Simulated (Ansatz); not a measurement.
**What each rung costs, and what it gives**

Saddle point of Si₃N₂H₁₀F, doublet (Si₃N₂H₉ ([SiH3][NH][SiH][NH][SiH3]) + HF → Si₂NH₅F ([F][SiH][NH][SiH3]) + SiNH₅ ([NH2][SiH3]); bonds formed: Si1–F8, N2–H7; bonds broken: Si1–N2, H7–F8), PBE0-D4/def2-TZVP structure:

Si1  (0.638, 1.168, 0.743)
N2  (1.319, -0.438, 0.086)
Si3  (0.937, -0.903, -1.576)
N4  (-1.027, 1.145, 0.193)
Si5  (-2.267, 0.025, 0.635)
H6  (0.663, 0.937, 2.212)
H7  (2.362, 0.165, 0.299)
F8  (2.790, 1.209, 0.715)
H9  (1.219, -1.197, 0.753)
H10  (1.904, -1.943, -2.005)
H11  (-0.440, -1.446, -1.660)
H12  (1.076, 0.318, -2.401)
H13  (-1.319, 1.968, -0.312)
H14  (-1.577, -1.180, 1.174)
H15  (-3.189, 0.541, 1.684)
H16  (-3.090, -0.370, -0.540)
(Å)

Barriers are electronic and count from the start structure reached by relaxing down the imaginary mode. Spin–orbit coupling is left out.

Computed with Ansatz 0.2.0 (basis: as named in each row); correlated methods freeze the cores; orbitals are unrestricted. B3LYP uses VWN-RPA correlation. Extrapolation: Hartree–Fock as exp(−7.88 √X), correlation as X^−2.97.

Times are rough, for one single point on 2 threads of a shared host (AMD EPYC 7R13), with one NVIDIA H100 (or a share of it) where marked.

The estimate by CCSD(T) at an estimated basis limit (MP2 extrapolated from triple and quadruple zeta, plus CCSD(T) − MP2 in triple zeta) is 0.846 eV.

```json
{"method": "HF", "basis": "STO-3G", "time (s)": "under 1", "barrier (eV)": "1.237", "method less estimate": "0.390"}
{"method": "PBE-D4", "basis": "STO-3G", "time (s)": "2", "barrier (eV)": "-0.426", "method less estimate": "-1.272"}
{"method": "SPW92", "basis": "def2-SVP", "time (s)": "3", "barrier (eV)": "0.368", "method less estimate": "-0.479"}
{"method": "CCSD(T)", "basis": "def2-SVP", "time (s)": "3 (H100)", "barrier (eV)": "0.884", "method less estimate": "0.037"}
{"method": "CAM-B3LYP-D4", "basis": "def2-TZVPP", "time (s)": "4 (H100)", "barrier (eV)": "0.796", "method less estimate": "-0.051"}
{"method": "PBE-QIDH", "basis": "def2-TZVPP", "time (s)": "4 (H100)", "barrier (eV)": "0.814", "method less estimate": "-0.033"}
{"method": "RPA on PBE", "basis": "def2-TZVPP", "time (s)": "4 (H100)", "barrier (eV)": "0.824", "method less estimate": "-0.022"}
{"method": "B2PLYP", "basis": "def2-TZVPP", "time (s)": "4 (H100)", "barrier (eV)": "0.836", "method less estimate": "-0.010"}
{"method": "wB97X-V", "basis": "def2-TZVPP", "time (s)": "4 (H100)", "barrier (eV)": "0.772", "method less estimate": "-0.074"}
{"method": "r2SCAN-D4", "basis": "def2-TZVPP", "time (s)": "5 (H100)", "barrier (eV)": "0.687", "method less estimate": "-0.160"}
{"method": "B3LYP-D4", "basis": "def2-TZVPP", "time (s)": "5 (H100)", "barrier (eV)": "0.805", "method less estimate": "-0.041"}
{"method": "r2SCAN0-D4", "basis": "def2-TZVPP", "time (s)": "5 (H100)", "barrier (eV)": "0.775", "method less estimate": "-0.071"}
{"method": "B3LYP-D4", "basis": "6-31G", "time (s)": "6", "barrier (eV)": "0.449", "method less estimate": "-0.397"}
{"method": "PBE-D4", "basis": "def2-SVP", "time (s)": "6", "barrier (eV)": "0.533", "method less estimate": "-0.314"}
{"method": "PBE0-D4", "basis": "def2-TZVPP", "time (s)": "6 (H100)", "barrier (eV)": "0.737", "method less estimate": "-0.110"}
{"method": "BHLYP-D4", "basis": "def2-TZVPP", "time (s)": "6 (H100)", "barrier (eV)": "0.929", "method less estimate": "0.082"}
{"method": "wB97M-V", "basis": "def2-TZVPP", "time (s)": "6 (H100)", "barrier (eV)": "0.742", "method less estimate": "-0.105"}
{"method": "BLYP-D4", "basis": "def2-TZVPP", "time (s)": "6 (H100)", "barrier (eV)": "0.728", "method less estimate": "-0.119"}
{"method": "B97M-V", "basis": "def2-TZVPP", "time (s)": "6 (H100)", "barrier (eV)": "0.800", "method less estimate": "-0.047"}
{"method": "PBE0-D4", "basis": "def2-SVP", "time (s)": "8", "barrier (eV)": "0.664", "method less estimate": "-0.183"}
{"method": "SPW92", "basis": "def2-TZVPP", "time (s)": "8 (H100)", "barrier (eV)": "0.451", "method less estimate": "-0.395"}
{"method": "PBE-D4", "basis": "def2-TZVPP", "time (s)": "8 (H100)", "barrier (eV)": "0.615", "method less estimate": "-0.231"}
{"method": "MP2", "basis": "def2-QZVPP", "time (s)": "9 (H100)", "barrier (eV)": "0.812", "method less estimate": "-0.035"}
{"method": "wB97M-V", "basis": "def2-SVP", "time (s)": "27", "barrier (eV)": "0.672", "method less estimate": "-0.174"}
{"method": "CCSD(T)", "basis": "def2-TZVPP", "time (s)": "64 (H100)", "barrier (eV)": "0.861", "method less estimate": "0.015"}
```

All methods are single points on the PBE0-D4 structures; a negative value means that the method puts the saddle structure below the start.

The T1 diagnostic stays at or below 0.014. ⟨S²⟩ of the unrestricted Hartree–Fock references: 0.75 (a pure state has 0.75).

Steps of this kind, hydrogen fluoride cutting a network bond, underlie vapour etching and the fluorination step of atomic layer etching. Here a small cluster stands in for the surface site.

Labels in which every atom is bracketed show which atoms are joined, not bond orders.
